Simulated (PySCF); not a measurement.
Radial density of Zn³⁺ (zinc, charge +3)

PW91, [Ar] 3d9, 2D determinant. Computed with PySCF 2.14 in x2c-TZVPPall with one added diffuse shell each of s, p, d, f type (7s6p5d3f1g, 80 functions), with the spin-free X2C one-electron Hamiltonian (Gaussian nucleus).

| r (bohr) | 4πr²ρ (e/bohr) | 4πr²(ρα − ρβ) |
| --- | --- | --- |
| 0.000823 | 0.2381 | 0.0000 |
| 0.00138 | 0.5951 | 0.0000 |
| 0.00233 | 1.476 | 0.0000 |
| 0.00392 | 3.547 | 0.0000 |
| 0.00659 | 8.011 | 0.0001 |
| 0.0111 | 16.34 | 0.0001 |
| 0.0186 | 28.12 | 0.0002 |
| 0.0313 | 36.46 | 0.0004 |
| 0.0527 | 32.68 | 0.0016 |
| 0.0887 | 30.28 | 0.0122 |
| 0.149 | 41.75 | 0.0869 |
| 0.251 | 28.39 | 0.4266 |
| 0.422 | 20.73 | 1.0844 |
| 0.710 | 21.64 | 1.1076 |
| 1.19 | 5.837 | 0.3909 |
| 2.01 | 0.4969 | 0.0378 |
| 3.38 | 0.01002 | 0.0006 |

Densities and radii are taken from the X2C orbitals without a picture-change correction, which distorts them close to the nucleus.
